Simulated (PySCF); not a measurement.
PySCF input file for Al(H)(Me)(NCO) (C₂H₄AlNO), SMILES [AlH]([N]=C=O)[CH3], TDDFT-PBE/def2-SVPD. Coordinates come from a B3LYP-D3(BJ)/def2-SVP optimisation. A frequency run showed that this geometry is not a minimum. The structure was generated by enumeration; whether it is a known compound was not checked. The values are those of a single conformer.

```python
import numpy as np
from pyscf import gto, scf, dft, tdscf

mol = gto.M(
    atom='''
    Al   -1.02712469    0.41963716   -0.63875187
    H    -2.31610964   -0.32986809   -1.15396363
    C    -0.64746641    2.31563179   -0.86719961
    H     0.28097771    2.46210691   -1.44699807
    H    -0.48394085    2.80540977    0.10875929
    H    -1.45722306    2.85366880   -1.38558210
    N     0.17644452   -0.58335189    0.22600997
    C     0.97911488   -1.26700556    0.80565422
    O     1.76298928   -1.93186183    1.37109517
    ''',
    basis='def2-SVPD',
    charge=0,
    spin=0,
    max_memory=1600,
    verbose=4,
)
mf = dft.RKS(mol, xc='pbe').density_fit(auxbasis='def2-universal-jkfit')
mf.grids.level = 3
mf.conv_tol = 1e-9
mf.max_cycle = 100
mf.kernel()
mf.grids = dft.Grids(mol).set(level=1).build(with_non0tab=True)  # coarser grid for the response kernel
td = tdscf.TDDFT(mf)
td.singlet = True
td.nstates = 10
td.conv_tol = 1e-4
td.positive_eig_threshold = 1e-6
td.kernel(x0=td.get_init_guess(mf, 15))
td.analyze()
tt = tdscf.TDA(mf)
tt.singlet = False
tt.nstates = 4
tt.conv_tol = 1e-4
tt.positive_eig_threshold = 1e-6
tt.kernel(x0=tt.get_init_guess(mf, 9))
tt.analyze(verbose=3)
```

Log of the run:

```
PySCF version 2.14.0

[INPUT] verbose = 4
[INPUT] num. atoms = 9
[INPUT] num. electrons = 44
[INPUT] charge = 0
[INPUT] spin (= nelec alpha-beta = 2S) = 0
[INPUT] symmetry False subgroup None
[INPUT] Mole.unit = angstrom
[INPUT] Symbol           X                Y                Z      unit          X                Y                Z       unit  Magmom
[INPUT]  1 Al    -1.027124690000   0.419637160000  -0.638751870000 AA   -1.940984359879   0.792999304090  -1.207066095854 Bohr   0.0
[INPUT]  2 H     -2.316109640000  -0.329868090000  -1.153963630000 AA   -4.376812894065  -0.623360347333  -2.180675218409 Bohr   0.0
[INPUT]  3 C     -0.647466410000   2.315631790000  -0.867199610000 AA   -1.223534189755   4.375909888436  -1.638769758230 Bohr   0.0
[INPUT]  4 H      0.280977710000   2.462106910000  -1.446998070000 AA    0.530970919007   4.652707749299  -2.734430055074 Bohr   0.0
[INPUT]  5 H     -0.483940850000   2.805409770000   0.108759290000 AA   -0.914515666989   5.301456132479   0.205525271602 Bohr   0.0
[INPUT]  6 H     -1.457223060000   2.853668800000  -1.385582100000 AA   -2.753752485801   5.392652482216  -2.618370692100 Bohr   0.0
[INPUT]  7 N      0.176444520000  -0.583351890000   0.226009970000 AA    0.333431818980  -1.102375306347   0.427096944721 Bohr   0.0
[INPUT]  8 C      0.979114880000  -1.267005560000   0.805654220000 AA    1.850258967686  -2.394293506701   1.522465826900 Bohr   0.0
[INPUT]  9 O      1.762989280000  -1.931861830000   1.371095170000 AA    3.331566899744  -3.650689769201   2.590994362014 Bohr   0.0

nuclear repulsion = 177.444980629849
number of shells = 59
number of NR pGTOs = 205
number of NR cGTOs = 139
basis = def2-SVPD
ecp = {}


[settings echo left out]
init E= -450.810373020742
  HOMO = -0.322671815289365  LUMO = -0.0954638237824024  gap/eV = 6.18264
cycle= 1 E= -450.316703388651  delta_E= 0.494  |g|= 0.886  |ddm|= 4.46
  HOMO = -0.153004779771798  LUMO = -0.0628976325169637  gap/eV = 2.45194
cycle= 2 E= -449.587840140833  delta_E= 0.729  |g|= 2.04  |ddm|= 2.38
  HOMO = -0.226013980645872  LUMO = -0.0659058265573287  gap/eV = 4.35676
cycle= 3 E= -450.407562533656  delta_E= -0.82  |g|= 0.593  |ddm|= 1.69
  HOMO = -0.249084622761336  LUMO = -0.0769417564742838  gap/eV = 4.68425
cycle= 4 E= -450.483533903681  delta_E= -0.076  |g|= 0.148  |ddm|= 0.533
  HOMO = -0.253037075794472  LUMO = -0.0790579896283203  gap/eV = 4.73421
cycle= 5 E= -450.487306132895  delta_E= -0.00377  |g|= 0.0678  |ddm|= 0.21
  HOMO = -0.251211909437771  LUMO = -0.0794025835145651  gap/eV = 4.67517
cycle= 6 E= -450.488376736422  delta_E= -0.00107  |g|= 0.0148  |ddm|= 0.0781
  HOMO = -0.250425242896775  LUMO = -0.0788173355814759  gap/eV = 4.66969
cycle= 7 E= -450.488441555858  delta_E= -6.48e-05  |g|= 0.00388  |ddm|= 0.02
  HOMO = -0.250484220412206  LUMO = -0.0786681381372425  gap/eV = 4.67535
cycle= 8 E= -450.488445872971  delta_E= -4.32e-06  |g|= 0.000999  |ddm|= 0.00646
  HOMO = -0.250508868946938  LUMO = -0.0787115742216367  gap/eV = 4.67484
cycle= 9 E= -450.488446198515  delta_E= -3.26e-07  |g|= 0.000184  |ddm|= 0.00165
  HOMO = -0.250525693425867  LUMO = -0.0787232674430522  gap/eV = 4.67498
cycle= 10 E= -450.488446208618  delta_E= -1.01e-08  |g|= 3.74e-05  |ddm|= 0.000301
  HOMO = -0.250523948669223  LUMO = -0.0787212502837908  gap/eV = 4.67499
cycle= 11 E= -450.488446208986  delta_E= -3.68e-10  |g|= 1.57e-05  |ddm|= 8.61e-05
  HOMO = -0.25052217558997  LUMO = -0.0787208545665612  gap/eV = 4.67495
Extra cycle  E= -450.488446208852  delta_E= 1.34e-10  |g|= 2.91e-05  |ddm|= 4.87e-05
converged SCF energy = -450.488446208852
tot grids = 36904
Overwritten attributes  positive_eig_threshold  of <class 'pyscf.tdscf.rks.CasidaTDDFT'>


******** <class 'pyscf.tdscf.rks.CasidaTDDFT'> for <class 'pyscf.df.df_jk.DFRKS'> ********
nstates = 10 singlet
deg_eia_thresh = 1.000e-03
wfnsym = None
conv_tol = 0.0001
eigh lindep = 1e-12
eigh level_shift = 0
eigh max_cycle = 100


Excitation energies (eV)
[4.71733964 5.59413949 5.63519753 6.1935099  6.62947256 6.8519011
 6.98200127 7.02602607 7.32184379 7.34221525]

** Singlet excitation energies and oscillator strengths **
Excited State   1:      4.71734 eV    262.83 nm  f=0.0005
      22 -> 23       -0.70627
Excited State   2:      5.59414 eV    221.63 nm  f=0.0001
      20 -> 23        0.70576
Excited State   3:      5.63520 eV    220.02 nm  f=0.0938
      21 -> 23       -0.68495
      22 -> 25       -0.11017
Excited State   4:      6.19351 eV    200.18 nm  f=0.0561
      22 -> 24       -0.69014
Excited State   5:      6.62947 eV    187.02 nm  f=0.0069
      19 -> 23        0.12481
      21 -> 24        0.69524
Excited State   6:      6.85190 eV    180.95 nm  f=0.0803
      20 -> 24       -0.14823
      22 -> 25        0.61603
      22 -> 26        0.28298
Excited State   7:      6.98200 eV    177.58 nm  f=0.0440
      20 -> 24        0.64989
      22 -> 25        0.19666
      22 -> 26       -0.13602
Excited State   8:      7.02603 eV    176.46 nm  f=0.0607
      19 -> 23        0.67480
      21 -> 24       -0.11706
      21 -> 25        0.10212
Excited State   9:      7.32184 eV    169.33 nm  f=0.0961
      20 -> 24        0.18221
      20 -> 25        0.22295
      21 -> 28        0.10248
      22 -> 25       -0.16199
      22 -> 26        0.56326
      22 -> 27       -0.17544
Excited State  10:      7.34222 eV    168.86 nm  f=0.0075
      21 -> 25       -0.67585
      22 -> 28        0.18231

** Transition electric dipole moments (AU) **
state          X           Y           Z        Dip. S.      Osc.
  1        -0.0283      0.0131      0.0549      0.0040      0.0005
  2        -0.0047      0.0004      0.0227      0.0005      0.0001
  3        -0.5564      0.4603     -0.3975      0.6795      0.0938
  4         0.0523      0.5961     -0.1083      0.3698      0.0561
  5         0.0945     -0.0398     -0.1796      0.0428      0.0069
  6        -0.3471      0.5178     -0.3000      0.4786      0.0803
  7        -0.1447      0.4529     -0.1768      0.2573      0.0440
  8        -0.2687      0.1110      0.5177      0.3525      0.0607
  9         0.6515      0.0340      0.3314      0.5355      0.0961
 10        -0.0891      0.0380      0.1793      0.0415      0.0075

** Transition velocity dipole moments (imaginary part, AU) **
state          X           Y           Z        Dip. S.      Osc.
  1        -0.0047      0.0022      0.0092      0.0001      0.0004
  2        -0.0008      0.0000      0.0044      0.0000      0.0001
  3        -0.1179      0.0970     -0.0841      0.0304      0.0978
  4         0.0120      0.1395     -0.0255      0.0203      0.0593
  5         0.0258     -0.0109     -0.0491      0.0032      0.0087
  6        -0.0859      0.1323     -0.0752      0.0305      0.0809
  7        -0.0371      0.1182     -0.0458      0.0174      0.0453
  8        -0.0705      0.0291      0.1358      0.0243      0.0627
  9         0.1761      0.0106      0.0892      0.0391      0.0968
 10        -0.0241      0.0103      0.0484      0.0030      0.0075

** Transition magnetic dipole moments (imaginary part, AU) **
state          X           Y           Z
  1         0.6089     -0.5479      0.4472
  2         0.5299     -0.3138      0.3498
  3        -0.0598      0.0258      0.1271
  4        -0.1243      0.0546      0.2371
  5        -0.1652     -0.0975     -0.0654
  6        -0.3683      0.1557      0.6972
  7        -0.1069      0.0407      0.2002
  8        -0.3020     -1.0081      0.0617
  9        -0.0569      0.0338      0.1093
 10        -0.2029     -0.2452     -0.0526
Overwritten attributes  positive_eig_threshold  of <class 'pyscf.tdscf.rks.TDA'>


******** <class 'pyscf.tdscf.rks.TDA'> for <class 'pyscf.df.df_jk.DFRKS'> ********
nstates = 4 triplet
deg_eia_thresh = 1.000e-03
wfnsym = None
conv_tol = 0.0001
eigh lindep = 1e-12
eigh level_shift = 0
eigh max_cycle = 100


Excitation energies (eV)
[4.51999194 5.03502933 5.36529033 5.85316989]

** Triplet excitation energies and oscillator strengths **
Excited State   1:      4.51999 eV    274.30 nm  f=0.0000
Excited State   2:      5.03503 eV    246.24 nm  f=0.0000
Excited State   3:      5.36529 eV    231.09 nm  f=0.0000
Excited State   4:      5.85317 eV    211.82 nm  f=0.0000
```

The calculation finished and met its thresholds.

Cost: roughly 40 core-seconds.
